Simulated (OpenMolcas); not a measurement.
A calculation on neutral sulfur.

```yaml
Program: OpenMolcas
Method: RASSCF
Basis: ANO-RCC-VQZP [6s5p3d2f1g]
Scalar_Hamiltonian: DKH2, point nucleus
Active_space: 6 electrons in 9 orbitals (RAS2 3s 3p; RAS3 3d, at most 2 electrons)
State_averaging: 2S+1 = 3 even, 3 roots; 2S+1 = 1 even, 6 roots; 2S+1 = 3 odd, 3 roots
Spin-orbit_coupling: RASSI with atomic mean-field integrals over the reference wave functions, term energies averaged over their components
```

Q: Which level of the active space comes out lowest?

A: 3s2 3p4 3P2, with 100 % of that term; it is also the measured ground level.

Q: How high does 3s2 3p4 3P1 lie?

A: 0.0445 eV above the lowest level; measured 0.0491 eV above the ground level, so the calculation is off by -9 %.

Q: How high does 3s2 3p4 3P0 lie?

A: 0.0651 eV above the lowest level; measured 0.0711 eV above the ground level, so the calculation is off by -9 %.

Q: How high does 3s2 3p4 1S0 lie?

A: 2.9701 eV above the lowest level; measured 2.7500 eV above the ground level, so the calculation is off by +8 %.

Measured values: NIST Handbook of Basic Atomic Spectroscopic Data.

Without dynamic correlation excited terms often stand tens of per cent too high (terms of higher spin than the ground term too low), and those without a measured partner can miss by more than the paired ones. Active for correlation alone: 3d; no level in the range computed is led by a configuration that fills it, so any true level of that kind is missing. Computed and measured levels are paired by configuration, term and J; levels that our copy of the source lacks, or whose pairing is in doubt (as where it misses far off the trend of its configuration), stay unpaired and out of the deviations. Only configurations of the active space appear.
